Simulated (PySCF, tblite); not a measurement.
Isomers of C5H15NSSi2, one GFN2-xTB conformer each. Single-point energies are computed at PBE0/pcSseg-1 (PySCF, gas phase, no added dispersion term), electronic only.

**Question.** Rank them by PBE0/pcSseg-1 energy, lowest first (kcal/mol).
A. `[CH3:1][CH2:2][Si@H:3]1[S:4][SiH2:5][CH2:6][CH2:7][N:8]1[CH3:9]` with C1–C2–Si3–S4 171°, C2–Si3–S4–Si5 163°, Si3–S4–Si5–C6 -36°, S4–Si5–C6–C7 51°, Si5–C6–C7–N8 -68°
B. `[CH3:1][CH2:2][Si@@H:3]1[CH2:4][CH2:5][NH:6][Si@@H:7]1[S:8][CH3:9]` with C1–C2–Si3–C4 179°, N6–Si7–S8–C9 171°, C2–Si3–C4–C5 -147°, Si3–C4–C5–N6 45°, C4–C5–N6–Si7 -51°, C5–N6–Si7–S8 154°

**Answer.** A (0.0), B (19.1).

As drawn, the higher has an N–H bond and an Si–Si bond, which the lower lacks. GFN2-xTB itself gives, in the same order: 0.0, 34.5. Both levels put the same isomer lowest.

**Question.** Which frontier levels, dipoles and rotational constants go with these structures?

**Answer.** 
```csv
SMILES,"HOMO (eV, PBE0/pcSseg-1)",LUMO (eV),dipole (D),"A, B, C (MHz)"
CC[Si@H]1S[SiH2]CCN1C,-6.42,0.65,2.67,"1496, 772.0, 569.4"
CC[Si@@H]1CCN[Si@@H]1SC,-6.46,-0.31,1.28,"1052, 837.5, 517.7"
```

**Question.** What happens when harmonic zero-point energies from GFN2-xTB frequencies are added?

**Answer.** 
```csv
SMILES,ZPE (kcal/mol),electronic (kcal/mol),with ZPE (kcal/mol)
CC[Si@H]1S[SiH2]CCN1C,120.8,0.0,0.0
CC[Si@@H]1CCN[Si@@H]1SC,120.6,19.1,18.9
```

The zero-point energies span 0.2 kcal/mol. The order is unchanged.
